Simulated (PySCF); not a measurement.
dimethyl selenide cation (C2H6Se), SMILES [Se](C)C (connectivity only; charge and spin as stated), charge +1, multiplicity 2. Atoms are numbered in the order given.

```xyz
9

C      1.4696     0.0000     0.7764
Se     0.0000     0.0000    -0.4506
C     -1.4696     0.0000     0.7764
H      1.4046    -0.9015     1.4069
H      2.3966     0.0000     0.1878
H      1.4046     0.9015     1.4069
H     -1.4046    -0.9015     1.4069
H     -2.3966     0.0000     0.1878
H     -1.4046     0.9015     1.4069
```
Charge +1, spin multiplicity 2.

Geometry optimised at PBE0-D3(BJ)/def2-SVP. The spin state was assumed, not searched.

Method: ωB97X/def2-TZVPD in PySCF.

**Question.** Estimate the frontier levels, dipole moment and polarisability. (Estimate from the structure and the level; the computed values follow.)

**Answer.** 
```json
{
  "α spin, highest occupied and lowest empty level": "-16.49 and -3.36 eV",
  "β spin, highest occupied and lowest empty level": "-17.45 and -8.37 eV",
  "dipole_moment_about_the_centre_of_nuclear_charge": "1.76 D",
  "mean_static_polarisability": "45.2 bohr³ (6.70 Å³)",
  "polarisability_principal_values": "35.7, 44.3, 55.8 bohr³",
  "⟨S²⟩": "0.754 (pure state 0.75)"
}
```
